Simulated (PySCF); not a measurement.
# How methods differ on the excitation energy of V²⁺

V²⁺ [Ar] 3d3 (4F) → V²⁺ [Ar] 3d2 4s1 (4F), as a difference of total energies. Computed with PySCF 2.14 in aug-cc-pVDZ, with no relativity, point nucleus. Correlated levels: valence: [Ar] frozen. The calculations carry no spin-orbit coupling.

```
           method  excitation energy (eV)
              UHF                   5.670
              LDA                   6.181
              PBE                   6.145
             PBE0                   6.213
           r2SCAN                   6.420
             MN15                   6.825
            HSE06                   6.150
            TPSSh                   6.230
             BP86                   6.188
    MP2 (valence)                   5.835
SCS-MP2 (valence)                   5.725
```

Q: How much does correlation contribute at MP2 (valence)?

A: 5.835 − (5.670) = 0.165 eV, measured against UHF.

A first-order spin-orbit estimate (lowest level to lowest level, LS coupling) adds -0.008 eV.
